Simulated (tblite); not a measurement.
Question: Write Cartesian coordinates for `C1CSC[C@]([SiH3])(CN)C1` as optimised with GFN2-xTB.

Answer: 
```xyz
24
C6H15NSSi angstrom
N     -1.736    1.653   -1.193
C     -1.871    0.438   -0.401
C     -0.509   -0.204   -0.072
Si    -0.861   -1.872    0.815
C      0.310    0.762    0.793
C      1.701    0.245    1.155
C      2.551   -0.008   -0.078
S      1.808   -1.281   -1.143
C      0.218   -0.446   -1.389
H     -2.636    1.921   -1.574
H     -1.412    2.421   -0.616
H     -2.419    0.604    0.543
H     -2.455   -0.268   -0.999
H     -1.687   -2.674   -0.088
H      0.331   -2.628    1.175
H     -1.608   -1.547    2.035
H     -0.240    0.971    1.715
H      0.434    1.706    0.254
H      2.206    0.988    1.780
H      1.619   -0.677    1.734
H      3.540   -0.379    0.189
H      2.658    0.899   -0.677
H      0.404    0.495   -1.911
H     -0.360   -1.099   -2.042
```

Orientation and origin are arbitrary. Atoms count from 1 in this order. Si4 (SiH3 silicon) is distorted tetrahedral (angles from 106.5° to 114.5°). The 6-membered ring C3–C5–C6–C7–S8–C9 has internal angles of 96.6° to 114.0°; it is puckered, 0.28 Å rms from its mean plane, widest ring torsion 64°. Of the pairs four or more bonds apart, Si4···H20 is among the closest relative to their van der Waals radii: 2.90 Å, 88 % of the sum of Bondi's values. N1 (primary amine nitrogen) is pyramidal (angles 110.6°, 110.1° and 107.3°, sum 328.0°, 0.38 Å off the plane of its three neighbours).

Bonds between heavy atoms (Å): N1–C2 1.457, C2–C3 1.541, C3–Si4 1.922, C3–C5 1.534, C5–C6 1.527, C6–C7 1.519, C7–S8 1.819, S8–C9 1.813, C3–C9 1.523.

Structure optimised with GFN2-xTB, isolated species.

Point group: C1 (no symmetry element, even within 0.4 Å). Its GFN2-xTB frequencies are all real (lowest 57 cm⁻¹). The numbers are those of one conformer (H–N1–C2–C3 167° and -75°, N1–C2–C3–Si4 -175°, C2–C3–C5–C6 -179°, C3–C5–C6–C7 61°, C5–C6–C7–S8 -62°, C6–C7–S8–C9 57°).

All values are computed, not measured.
